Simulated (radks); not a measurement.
The numbers below are computed, except where a source is named.
Cr I, 24 electrons, occupied as [Ar] 3d5 4s1.

Code: a radial shooting solver on a logarithmic mesh with Libxc functionals. Model: non-relativistic Kohn-Sham, r2SCAN, spin-polarised, spherical densities, point nucleus; open shells are filled with parallel spins first; meta-GGA in the generalised Kohn-Sham scheme.

Energy parts (hartree):
part                       energy
total                 -1044.44161
kinetic                1043.57734
electron-nucleus      -2482.63749
Hartree                 443.39782
exchange-correlation    -48.77928

Orbitals (lengths in bohr, moments of r in powers of bohr):
\begin{tabular}{lrrr}
orbital & occ. & eigenvalue (hartree) & <1/r> \\ \hline
1s up & 1 & -215.1382 & 23.52 \\
1s down & 1 & -215.1389 & 23.52 \\
2s up & 1 & -24.44581 & 4.992 \\
2s down & 1 & -24.36764 & 5.003 \\
2p up & 3 & -20.70880 & 4.921 \\
2p down & 3 & -20.64971 & 4.932 \\
3s up & 1 & -2.80342 & 1.544 \\
3s down & 1 & -2.59588 & 1.536 \\
3p up & 3 & -1.75360 & 1.413 \\
3p down & 3 & -1.54446 & 1.407 \\
3d up & 5 & -0.14583 & 0.9848 \\
4s up & 1 & -0.16931 & 0.3890 \\
\end{tabular}

The highest occupied level is 3d up at -3.968 eV. The spin density at the nucleus is 2.534 e/bohr^3 (1s 0.086, 2s -1.678, 3s 0.783, 4s 3.344), a Fermi contact field of 133 T. Virial ratio -V/T = 2.00083. The density falls to 0.001 e/bohr^3 at r = 4.40 bohr. Summed over all electrons, <r^2> = 36.90 bohr^2, which gives a Langevin (diamagnetic) susceptibility term of -29.2 x 10^-6 cm^3/mol.
